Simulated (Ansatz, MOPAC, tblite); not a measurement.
Dissociation curve of SMg, lowest triplet found (which spin is the ground state isn't settled by this scan).

Levels of theory: PM6, unrestricted, heats of formation (MOPAC); GFN2-xTB, 300 K electronic temperature (tblite); PM7, unrestricted, heats of formation (MOPAC); FCI = full CI/cc-pVDZ, frozen core (Ansatz, an electronic-structure program).

Energies relative to the lowest point of each curve between 1.93 and 2.91 Å, where full CI is lowest, in kcal/mol; the last columns give the difference from FCI:

```csv
R / Å,PM6,GFN2-xTB,PM7,FCI,PM6 − FCI,GFN2-xTB − FCI,PM7 − FCI
1.77,-1.8,85.9,9.3,78.7,-80.5,7.2,-69.4
1.93,4.8,30.3,1.8,32.7,-27.8,-2.4,-30.9
2.05,0.7,12.2,0.0,14.2,-13.5,-2.0,-14.2
2.15,0.0,4.7,0.4,5.7,-5.7,-0.9,-5.2
2.24,0.8,1.4,1.9,1.6,-0.8,-0.2,0.3
2.34,2.9,0.0,4.4,0.0,2.9,0.0,4.4
2.43,5.6,0.0,7.1,0.4,5.2,-0.4,6.7
2.47,7.0,0.3,8.4,1.0,6.0,-0.7,7.4
2.54,9.6,1.1,10.7,2.4,7.1,-1.4,8.3
2.65,13.9,2.9,14.4,5.6,8.4,-2.7,8.8
2.77,18.8,5.3,18.4,9.7,9.1,-4.4,8.7
2.91,24.3,8.5,22.7,14.6,9.6,-6.1,8.1
3.12,31.4,13.6,28.8,21.4,10.0,-7.8,7.4
3.32,31.7,18.6,33.9,26.1,5.6,-7.5,7.7
3.57,33.2,24.4,39.0,29.4,3.8,-5.0,9.6
3.97,34.0,32.4,44.4,31.3,2.7,1.1,13.1
4.37,34.3,—,46.8,31.7,2.6,—,15.1
```

PM6 is furthest from FCI at 1.77 (-80.5 kcal/mol, below); its mean absolute difference over the points is 11.8 kcal/mol.

GFN2-xTB is furthest from FCI at 3.12 (-7.8 kcal/mol, below); its mean absolute difference over the points is 3.1 kcal/mol.

PM7 is furthest from FCI at 1.77 (-69.4 kcal/mol, below); its mean absolute difference over the points is 13.3 kcal/mol.

Dashes: no converged value, or the column stops at the first point that the program doubted or that broke a chosen test of continuity, which isn't proof of a fault.

The scan ran from 1.77 to 8.43 Å; beyond the distances shown full CI changes its symmetry label.
